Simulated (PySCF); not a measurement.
Relaxed structures of CH₄SeSi, singlet (PBE0-D4/def2-TZVP; forces vanish, vibrations not checked; lower isomers may exist, and structures with a doubtful reference or unclear bonds are left out; Å). PySCF 2.14 with density fitting (its default auxiliary sets; JK sets also for MP2 and CCSD(T)); basis: def2-TZVPP; cores frozen in the correlated methods. Filled d shells of the heavier atoms are correlated. The def2 sets are not built for correlating such inner shells, so the correlated values are less sure here.

(1) Rank them by CCSD(T) energy, lowest first, and give each one's height above the lowest. Links in brackets join atoms within 1.22 times the sum of their covalent radii (1.1 for two metals). (An estimate is asked for; the value comes from the calculation.)
A.
CH₄SeSi ([CH2]1[SiH2][Se]1)
```
7
angstrom
C -0.7005 -0.5213 -0.3584
Si 0.6852 0.3663 0.4627
Se -0.3514 1.2272 -1.3077
H -0.4967 -1.3759 -0.9944
H -1.6813 -0.5428 0.1043
H 0.4516 0.9748 1.7904
H 2.0593 -0.1559 0.2993
```
B.
CH₄SeSi ([CH2]1[Si][SeH2]1)
```
7
angstrom
C -0.6785 -0.3623 -0.4599
Si -0.6016 1.1982 -1.5515
Se 0.7831 0.7949 0.2591
H -0.2125 -1.3170 -0.7296
H -1.3956 -0.4981 0.3578
H 0.3780 0.5771 1.7327
H 1.7620 -0.3818 0.4605
```
C.
CH₄SeSi ([SiH3][CH][Se])
```
7
angstrom
C -0.1059 -0.2983 -0.5738
Si 0.9156 0.3433 0.8562
Se -1.2293 0.6841 -1.4955
H -0.0020 -1.3472 -0.8580
H 0.5901 -0.4518 2.0718
H 0.6264 1.7783 1.0749
H 2.3569 0.1370 0.5456
```

The T1 diagnostic stays at or below 0.018. The restricted Hartree–Fock reference is unstable towards an unrestricted one at one or more of these structures.

## Answers

(1) By the calculation: A (0.0 kJ/mol), C (102.4 kJ/mol), B (478.2 kJ/mol). Heights count from the lowest.

For scale, one of the runs: CCSD(T)/def2-TZVPP, 177 basis functions, launched by `OMP_NUM_THREADS=2 python run.py`. Time: 9 min of wall clock on 2 CPU threads of an Arm Neoverse V1; the host was shared. Peak host memory: 1.8 GiB.
